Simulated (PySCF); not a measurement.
Radial density of La⁵²⁺ (lanthanum, charge +52)

UHF, [He] 2s2 2p1, 2P determinant. Calculation: PySCF 2.14, in an uncontracted even-tempered set (19 s from 27 bohr⁻², ratio 2.2; 12 p from 34 bohr⁻², ratio 2.2; 5 d from 130 bohr⁻², ratio 2.4; 5 f from 200 bohr⁻², ratio 2.4; 4 g from 290 bohr⁻², ratio 2.4); the spin-free X2C one-electron Hamiltonian (Gaussian nucleus).

```
r (bohr)  4πr²ρ (e/bohr)  4πr²(ρα − ρβ)
  0.0220           61.50         1.8931
  0.0370           32.48         5.8864
  0.0623           28.86        10.6356
   0.105           27.32         7.5801
   0.176           4.758         1.1172
   0.296         0.04957         0.0116
```

Densities and radii are taken from the X2C orbitals without a picture-change correction, which distorts them close to the nucleus.

Spin-orbit coupling, absent here, splits the open shell strongly.
